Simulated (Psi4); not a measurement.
dimethyl telluride (C2H6Te), singlet, geometry from GFN2-xTB (all electrons, no relativity); HF/STO-3G (Psi4).

Here is a job for Psi4.
```
memory 2 GB

molecule mol {
0 1
  C     1.514040   -0.618147    0.973610
  Te    0.016371    0.196487   -0.354009
  C    -1.602055   -0.438292    0.929332
  H     1.380117   -1.687451    1.076459
  H     2.488665   -0.418553    0.549943
  H     1.443433   -0.149270    1.946781
  H    -1.594990   -1.515734    1.034184
  H    -2.534860   -0.128604    0.478562
  H    -1.505569    0.020941    1.904878
}

set basis sto-3g
set reference rhf
set scf_type pk
set puream true
set d_convergence 1e-8

energy('scf')
print_variables()
```

Q: Predict the main parts of the log of this Psi4 run.

A: 
```
   => Loading Basis Set <=

    Name: STO-3G
    Role: ORBITAL
    Keyword: BASIS

         ---------------------------------------------------------
                                   SCF
               by Justin Turney, Rob Parrish, Andy Simmonett
                          and Daniel G. A. Smith
                              RHF Reference
         ---------------------------------------------------------

  ==> Geometry <==

    Molecular point group: c1
    Full point group: C1

    Geometry (in Angstrom), charge = 0, multiplicity = 1:

       Center              X                  Y                   Z               Mass
    ------------   -----------------  -----------------  -----------------  -----------------
         C            1.509383751692    -0.674029569249     1.074309207290    12.000000000000
         TE           0.011714751692     0.140604430751    -0.253309792710   129.906222748000
         C           -1.606711248308    -0.494174569249     1.030031207290    12.000000000000
         H            1.375460751692    -1.743333569249     1.177158207290     1.007825032230
         H            2.484008751692    -0.474435569249     0.650642207290     1.007825032230
         H            1.438776751692    -0.205152569249     2.047480207290     1.007825032230
         H           -1.599646248308    -1.571616569249     1.134883207290     1.007825032230
         H           -2.539516248308    -0.184486569249     0.579261207290     1.007825032230
         H           -1.510225248308    -0.034941569249     2.005577207290     1.007825032230

  Running in c1 symmetry.

  Rotational constants: A =      0.26638  B =      0.20249  C =      0.12021 [cm^-1]
  Rotational constants: A =   7985.80481  B =   6070.36456  C =   3603.81955 [MHz]
  Nuclear repulsion =  245.740776533038229

  Charge       = 0
  Multiplicity = 1
  Electrons    = 70
  Nalpha       = 35
  Nbeta        = 35

  ==> Algorithm <==

  SCF Algorithm Type is PK.
  DIIS enabled.
  MOM disabled.
  Fractional occupation disabled.
  Guess Type is SAD.
  Energy threshold   = 1.00e-06
  Density threshold  = 1.00e-08
  Integral threshold = 1.00e-12

  ==> Primary Basis <==

  Basis Set: STO-3G
    Blend: STO-3G
    Number of shells: 23
    Number of basis functions: 43
    Number of Cartesian functions: 45
    Spherical Harmonics?: true
    Max angular momentum: 2

  ==> Integral Setup <==

  Using in-core PK algorithm.
   Calculation information:
      Number of atoms:                   9
[...]

  ==> Iterations <==

                        Total Energy        Delta E     RMS |[F,P]|

   @RHF iter SAD: -6621.37119219723263   -6.62137e+03   0.00000e+00
   @RHF iter   1: -6625.31244709321436   -3.94125e+00   8.09755e-03 ADIIS/DIIS
   @RHF iter   2: -6625.42773651926655   -1.15289e-01   2.92493e-03 ADIIS/DIIS
   @RHF iter   3: -6625.43781497353484   -1.00785e-02   4.63135e-04 ADIIS/DIIS
   @RHF iter   4: -6625.43840035582070   -5.85382e-04   4.53800e-05 DIIS
   @RHF iter   5: -6625.43840535302934   -4.99721e-06   4.57732e-06 DIIS
   @RHF iter   6: -6625.43840540668862   -5.36593e-08   5.12700e-07 DIIS
   @RHF iter   7: -6625.43840540755173   -8.63110e-10   7.14489e-08 DIIS
   @RHF iter   8: -6625.43840540755991   -8.18545e-12   5.92609e-09 DIIS
  Energy and wave function converged.

  ==> Post-Iterations <==

    Orbital Energies [Eh]
    ---------------------

    Doubly Occupied:

[...]
    Virtual:

[...]
    Final Occupation by Irrep:
              A
    DOCC [    35 ]
    NA   [    35 ]
    NB   [    35 ]

  @RHF Final Energy: -6625.43840540755991

   => Energetics <=

    Nuclear Repulsion Energy =            245.7407765330382290
    One-Electron Energy =               -9627.2364191695414775
    Two-Electron Energy =                2756.0572372289429950
    Total Energy =                      -6625.4384054075599124

Computation Completed

Properties will be evaluated at   0.000000,   0.000000,   0.000000 [a0]

Properties computed using the SCF density matrix

 Multipole Moments:

 ------------------------------------------------------------------------------------
     Multipole            Electronic (a.u.)      Nuclear  (a.u.)        Total (a.u.)
 ------------------------------------------------------------------------------------

 L = 1.  Multiply by 2.5417464519 to convert [e a0] to [Debye]
 Dipole X            :          0.5912778           -0.6159362           -0.0246584
 Dipole Y            :          7.0962661           -7.3921567           -0.2958906
 Dipole Z            :        -12.7870970           13.3205576            0.5334606
 Magnitude           :                                                    0.6105240

 ------------------------------------------------------------------------------------

  Variable Map:
  ----------------------------------------------------------------------------
[...]
  Array Variable Map:
  ----------------------------------------------------------------------------
[...]
[...]
```
